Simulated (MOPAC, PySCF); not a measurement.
C₄H₇NSi, SMILES `NC1=C[SiH2]C=C1`, neutral singlet in the gas phase. 

Cartesian coordinates (Å):
SMILES: NC1=C[SiH2]C=C1
```xyz
13

N      2.2176     0.0828     0.0477
C      0.8429    -0.0557     0.0213
C      0.1298    -1.2158     0.1432
Si    -1.6593    -0.7590     0.1298
C     -1.2952     1.0762    -0.0593
C      0.0473     1.1987    -0.0849
H      2.7673    -0.7581    -0.0943
H      2.6063     0.9105    -0.3925
H      0.6100    -2.1902     0.2242
H     -2.4253    -1.0656     1.3831
H     -2.4571    -1.3138    -1.0134
H     -1.9606     1.9357    -0.1306
H      0.5747     2.1562    -0.1723
```
Charge 0, spin multiplicity 1.

All levels are single points at this geometry (PBE-D3(BJ)/def2-TZVP); Pople sets use spherical d functions. Orbital energies aren't observables, and empty levels follow the basis.

| level | HOMO (eV) | LUMO (eV) | gap (eV) | dipole (D) | vertical IE, Delta-SCF (eV) |
|---|---|---|---|---|---|
| PBE-D3(BJ)/def2-TZVP in PySCF | -4.88 | -2.01 | 2.87 | 2.65 | 7.71 |
| B3LYP/3-21G in PySCF | -5.21 | -0.80 | 4.41 | 2.64 | – |
| B3LYP/6-311+G** in PySCF | -5.75 | -1.37 | 4.39 | 2.33 | – |
| BP86/6-31G* in PySCF | -4.59 | -1.73 | 2.87 | 2.74 | – |
| M06-2X/6-31G* in PySCF | -6.75 | 0.07 | 6.82 | 2.46 | – |
| HF/3-21G in PySCF | -7.98 | 2.79 | 10.77 | 2.43 | – |
| AM1 in MOPAC | -8.52 | 0.20 | 8.72 | 1.68 | – |
| PM3 in MOPAC | -8.11 | 0.34 | 8.45 | 1.32 | – |
| PM6 in MOPAC | -8.60 | -0.04 | 8.56 | 2.50 | – |
